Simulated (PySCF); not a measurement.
C₄H₃FOS, SMILES Oc1cc(F)cs1. Atoms are numbered in the order given.

```xyz
10

O      1.1307     2.1823     0.0000
C      0.5189     0.9823     0.0000
C      1.1515    -0.2288     0.0000
C      0.1919    -1.2916     0.0000
F      0.5737    -2.5683     0.0000
C     -1.1124    -0.9015     0.0000
S     -1.2136     0.8304     0.0000
H      0.4802     2.8941     0.0000
H      2.2326    -0.3619     0.0000
H     -2.0033    -1.5259     0.0000
```

Geometry optimised at ωB97X-D3(BJ)/def2-SVP. One conformer was computed; it need not be the lowest.

Calculation: ωB97X-D3(BJ)/def2-SVP run with PySCF.

Frequencies are harmonic and unscaled.

Problem. Give all harmonic wavenumbers and intensities. (The exact figures need the calculation; the answer reports its results.)

Solution. 
| mode | ν (cm⁻¹) | IR (km/mol) | Raman (Å⁴/amu) | depolarisation | moving atoms (share of kinetic energy) |
|---|---|---|---|---|---|
| 1 | 168 | 123.2 | 2.9 | 0.75 | H 90 % |
| 2 | 229 | 0.0 | 1.3 | 0.75 | C 49 %, O 24 %, F 20 % |
| 3 | 295 | 1.5 | 1.4 | 0.75 | C 59 %, S 19 %, F 12 % |
| 4 | 321 | 2.2 | 0.7 | 0.48 | O 38 %, F 30 %, S 14 %, C 11 % |
| 5 | 446 | 5.5 | 1.7 | 0.58 | C 31 %, S 22 %, F 21 %, O 15 %, H 12 % |
| 6 | 526 | 0.9 | 0.6 | 0.75 | C 67 %, H 27 % |
| 7 | 553 | 6.0 | 5.4 | 0.58 | S 44 %, F 24 %, C 23 % |
| 8 | 578 | 4.1 | 6.8 | 0.34 | C 35 %, O 32 %, F 28 % |
| 9 | 633 | 10.6 | 0.5 | 0.75 | C 56 %, H 43 % |
| 10 | 729 | 30.3 | 1.4 | 0.75 | H 54 %, C 44 % |
| 11 | 742 | 19.6 | 9.1 | 0.20 | C 47 %, S 28 %, H 14 %, O 11 % |
| 12 | 817 | 47.3 | 2.1 | 0.75 | H 60 %, C 39 % |
| 13 | 887 | 13.2 | 5.8 | 0.42 | C 58 %, H 24 %, S 17 % |
| 14 | 1005 | 17.4 | 7.9 | 0.35 | C 56 %, H 38 % |
| 15 | 1147 | 102.5 | 6.6 | 0.18 | H 68 %, C 25 % |
| 16 | 1178 | 36.7 | 1.7 | 0.49 | H 52 %, C 36 %, F 11 % |
| 17 | 1226 | 0.6 | 4.5 | 0.19 | C 44 %, H 43 %, O 9 % |
| 18 | 1336 | 189.5 | 2.9 | 0.24 | C 50 %, H 28 %, O 20 % |
| 19 | 1494 | 190.8 | 20.3 | 0.62 | C 85 %, H 10 % |
| 20 | 1619 | 53.2 | 43.4 | 0.24 | C 90 % |
| 21 | 1701 | 196.4 | 1.7 | 0.62 | C 92 % |
| 22 | 3278 | 2.3 | 102.1 | 0.29 | H 91 %, C 9 % |
| 23 | 3304 | 10.6 | 89.0 | 0.29 | H 91 %, C 9 % |
| 24 | 3890 | 119.5 | 75.5 | 0.27 | H 94 % |
